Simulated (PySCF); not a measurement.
**Correlation energy of Bi (bismuth, neutral)**

[Xe] 4f14 5d10 6s2 6p3, high-spin 4S determinant. Calculation: PySCF 2.14, in aug-cc-pVDZ-PP with ECP60MDF; a scalar-relativistic core potential. Frozen: 5s2 5p6 5d10; 5 electrons correlated.

| level | correlation energy (mhartree) |
| --- | --- |
| CCSD | -49.41 |
| (T) | -0.62 |
| CCSD(T) | -50.03 |
| CCSDT | -50.19 |

Diagnostics: T1 = 0.0053, D1 = 0.0103, largest double amplitude 0.032.

Spin-orbit coupling is strong in this species (close to jj coupling), so the high-spin LS determinant is a model state, not a physical level.

Cost of the coupled-cluster step: about 0.19 core-seconds, for 5 correlated electrons.

Iterations:

```
CC2 = 0
CCSD nocc = (np.int64(4), np.int64(1)), nmo = (23, 23)
frozen orbitals [[0, 1, 2, 3, 4, 5, 6, 7, 8], [0, 1, 2, 3, 4, 5, 6, 7, 8]]
max_cycle = 100
direct = 0
conv_tol = 1e-08
conv_tol_normt = 1e-06
diis_space = 8
diis_start_cycle = 0
Init t2, MP2 energy = -0.039161652791153
Init E_corr(UCCSD) = -0.0391616527967007
cycle = 1  E_corr(UCCSD) = -0.0470976652801035  dE = -0.00793601248  norm(t1,t2) = 0.0360318
cycle = 2  E_corr(UCCSD) = -0.0488185990725486  dE = -0.00172093379  norm(t1,t2) = 0.00977021
cycle = 3  E_corr(UCCSD) = -0.0494219043849868  dE = -0.000603305312  norm(t1,t2) = 0.00322692
cycle = 4  E_corr(UCCSD) = -0.0494079532737974  dE = 1.39511112e-05  norm(t1,t2) = 0.000487695
cycle = 5  E_corr(UCCSD) = -0.0494087732388398  dE = -8.19965042e-07  norm(t1,t2) = 7.74608e-05
cycle = 6  E_corr(UCCSD) = -0.0494083063365034  dE = 4.66902336e-07  norm(t1,t2) = 1.51932e-05
cycle = 7  E_corr(UCCSD) = -0.0494085095169224  dE = -2.03180419e-07  norm(t1,t2) = 2.68832e-06
cycle = 8  E_corr(UCCSD) = -0.0494084533912986  dE = 5.61256238e-08  norm(t1,t2) = 3.40856e-07
cycle = 9  E_corr(UCCSD) = -0.0494084563796262  dE = -2.98832763e-09  norm(t1,t2) = 6.62149e-08
UCCSD converged
E(UCCSD) = -213.6406806634999  E_corr = -0.04940845637962622
UCCSD(T) correction = -0.000618395620366652
```

Spin-orbit coupling is strong in this species, so the high-spin LS determinant is a model state.
